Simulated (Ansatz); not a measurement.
Geometry optimisation, DFT PBE, scalar-relativistic, plane waves, PAW (Ansatz).

The input (input.yaml):

```yaml
crystal:
  lattice:
    - [5.105311, 0.0, 0.0]
    - [2.552655, 4.421329, 0.0]
    - [0.0, 0.0, 18.252703]
  atoms:
    - { symbol: Cu, position: [0.0, 0.0, 0.0547864] }
    - { symbol: Cu, position: [0.5, 0.0, 0.0547864] }
    - { symbol: Cu, position: [0.0, 0.5, 0.0547864] }
    - { symbol: Cu, position: [0.5, 0.5, 0.0547864] }
    - { symbol: Cu, position: [0.1666667, 0.1666667, 0.1689741] }
    - { symbol: Cu, position: [0.6666667, 0.1666667, 0.1689741] }
    - { symbol: Cu, position: [0.1666667, 0.6666667, 0.1689741] }
    - { symbol: Cu, position: [0.6666667, 0.6666667, 0.1689741] }
    - { symbol: Cu, position: [-0.1666667, 0.3333333, 0.2831618] }
    - { symbol: Cu, position: [0.3333333, 0.3333333, 0.2831618] }
    - { symbol: Cu, position: [-0.1666667, 0.8333333, 0.2831618] }
    - { symbol: Cu, position: [0.3333333, 0.8333333, 0.2831618] }
    - { symbol: Cu, position: [0.0, 0.0, 0.3973495] }
    - { symbol: Cu, position: [0.5, 0.0, 0.3973495] }
    - { symbol: Cu, position: [0.0, 0.5, 0.3973495] }
    - { symbol: Cu, position: [0.5, 0.5, 0.3973495] }
    - { symbol: "N", position: [0.7626305, 0.4893528, 0.4888428] }
basis:
  ecutwfc: 420.0
kpoints:
  mp_grid: { grid: [3, 3, 1] }
hamiltonian:
  xc: pbe
scf:
  occupations: { method: fermi_dirac, width: 0.1 }
  lower_state_search: "off"
relax:
  f_tol: 0.08
  max_steps: 25
  adjacent_minimum: "off"
  constraints: [{ sites: [0, 1, 2, 3] }]
```

Command:

```bash
$ ansatz run input.yaml --threads 4 --pin off --max-ram 10240MiB --backend cpu --events-out ev --progress --plain --runs-dir out
```

Problem. Where does it end, and by what steps?

Solution. It converged. The force dipped under the threshold on the way, but the program's further checks kept it going. Limits of this set-up: coarse k mesh, thin slab, slab without dipole correction, odd electron count without spin, a typed lattice constant that wasn't relaxed here. After 7 steps the energy has fallen by 1.666 eV; N17 moved furthest, 0.90 Å. Joined: Cu13–N17 (2.73 → 1.82 Å).

```tsv
step	energy less start (eV)	largest force component (eV/Å)	accepted
0	0.0000	3.864	yes
1	-0.6939	2.984	yes
2	-1.1429	0.693	yes
3	-1.3248	0.371	yes
4	-1.4441	0.577	yes
5	-1.5873	0.263	yes
6	-1.6661	0.058	yes
7	-1.6661	0.057	yes
```

```xyz
17
Lattice="5.1053 0.0000 0.0000 2.5527 4.4213 0.0000 0.0000 0.0000 18.2527" Properties=species:S:1:pos:R:3
Cu 0.000 0.000 1.000
Cu 2.553 0.000 1.000
Cu 1.276 2.211 1.000
Cu 3.829 2.211 1.000
Cu 1.277 0.744 3.089
Cu 3.829 0.744 3.089
Cu 2.553 2.955 3.082
Cu 5.105 2.947 3.092
Cu 0.000 1.485 5.135
Cu 2.553 1.498 5.160
Cu 1.285 3.692 5.165
Cu 3.820 3.692 5.165
Cu 0.000 -0.016 7.312
Cu 2.553 0.026 7.230
Cu 1.330 2.270 7.304
Cu 3.777 2.271 7.304
N 5.106 1.519 8.297
```

Whether the end is a true minimum wasn't checked by a vibrational analysis.

The run took 69 s on 4 threads of Intel(R) Xeon(R) CPU @ 2.80GHz (Skylake/Cascade Lake), on a shared host, peak memory 1.7 GiB.
